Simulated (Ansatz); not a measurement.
Total energies of `FC(F)(F)c1cnc(-c2cnc(-c3cnc(-c4cnc(-c5cnc(-c6cnc(C(F)(F)F)s6)s5)s4)s3)s2)s1` from Ansatz at PBE0-D4/def2-SVP, gas phase (1 Eh = 27.2114 eV = 2625.5 kJ/mol). The reference geometry is relaxed at PBE-D4/def2-SVP.

```csv
state,geometry,energy (Eh)
charge 0 singlet,reference,-4077.92192
charge 1 doublet,reference,-4077.65222
charge -1 doublet,reference,-4078.01366
free F atom (doublet),–,-99.54906
free C atom (triplet),–,-37.76066
free N atom (quartet),–,-54.47898
free S atom (triplet),–,-397.83788
free H atom (doublet),–,-0.50029
```

Single mean-field runs in def2-SVP are fitted with def2-universal-jkfit.

(1) Work out the vertical ionisation energy to the doublet.

(2) Work out the vertical electron affinity, to the doublet.

(3) Give the fundamental gap IE − EA, the Mulliken electronegativity (IE + EA)/2 and the hardness (IE − EA)/2.

(4) What is the binding energy per atom against free atoms?

(1) E(charge 1 doublet) − E(charge 0 singlet) = -4077.65222 − (-4077.92192) = 0.26970 Eh = 7.34 eV. For comparison, −ε of the highest occupied level is 6.32 eV at this level, 1.02 eV less.

(2) E(charge 0 singlet) − E(charge -1 doublet) = -4077.92192 − (-4078.01366) = 0.09174 Eh = 2.50 eV. The basis lacks diffuse functions, which makes affinities too small.

(3) From the values in Eh: IE − EA = 0.26970 − 0.09174 = 0.17796 Eh = 4.84 eV; (IE + EA)/2 = 4.92 eV; (IE − EA)/2 = 2.42 eV. The HOMO–LUMO gap of the same run is 2.89 eV, 1.95 eV smaller than the fundamental gap.

(4) Atoms: 6 × (-99.54906) + 20 × (-37.76066) + 6 × (-54.47898) + 6 × (-397.83788) + 6 × (-0.50029) = -4069.41046 Eh. Binding: -4069.41046 − (-4077.92192) = 8.51146 Eh = 231.61 eV, or 5.26 eV for each of 44 atoms (no zero-point energy, no counterpoise term).
